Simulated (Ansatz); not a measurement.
Harmonic frequencies (cm⁻¹) at PBE0-D4/def2-TZVP from Ansatz: 84, 108, 125, 156, 218, 379, 520, 587, 660, 715, 733, 774, 820, 860, 911, 935, 945, 952, 967, 1051, 1193, 1318, 1635, 2220, 2221, 2231, 2235, 2236, 3111, 3127.

Each molecule was computed in one conformer, which needn't be the lowest.

Which molecule is it?
A. `F[SiH2]/C=C/[SiH3]`
B. `C=C[SiH2][SiH2]Cl`
C. `FC1([SiH3])C[SiH2]1`
D. `F[SiH]1CC[SiH2]1`

A.
